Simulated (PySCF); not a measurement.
C4H2Br2, SMILES C#C/C(Br)=C\Br. Atoms are numbered in the order given.

```xyz
8

C      2.7960    -0.1592     0.0000
C      1.5897    -0.2877     0.0000
C      0.1871    -0.4629     0.0000
Br    -0.4183    -2.2619     0.0000
C     -0.7370     0.5134     0.0000
Br    -0.2981     2.3225     0.0000
H      3.8637    -0.0373     0.0000
H     -1.8062     0.2975     0.0000
```
Charge 0, spin multiplicity 1.

Geometry: PBE0-D3(BJ)/def2-SVP. The structure was generated by enumeration; whether it is a known compound was not checked.

These are ωB97X/def2-TZVP in PySCF values and carry that method's errors.

ESP charges are fitted to the potential on shells at 1.4 to 2.0 van der Waals radii. Atomic charges (e):

| atom | meta-Löwdin | Löwdin | Mulliken | ESP fit |
|---|---|---|---|---|
| C1 | -0.16 | -0.04 | 0.02 | -0.49 |
| C2 | -0.04 | -0.13 | -0.05 | 0.16 |
| C3 | -0.02 | -0.45 | -0.25 | 0.04 |
| Br4 | 0.00 | 0.38 | 0.01 | -0.05 |
| C5 | -0.14 | -0.42 | -0.18 | -0.22 |
| Br6 | 0.02 | 0.38 | 0.04 | 0.01 |
| H7 | 0.18 | 0.14 | 0.23 | 0.35 |
| H8 | 0.15 | 0.14 | 0.18 | 0.20 |

Question: Give the Mayer and Wiberg (Löwdin basis) orders of the bonds. (The exact figures need the calculation; the answer reports its results.)

Answer: 
```
bond    Mayer  Wiberg
------  -----  ------
C1–C2    2.78    2.88
C2–C3    1.04    1.33
C3–Br4   1.23    1.52
C3–C5    1.92    1.96
C5–Br6   1.18    1.67
C1–H7    0.90    0.91
C5–H8    0.93    0.86
```
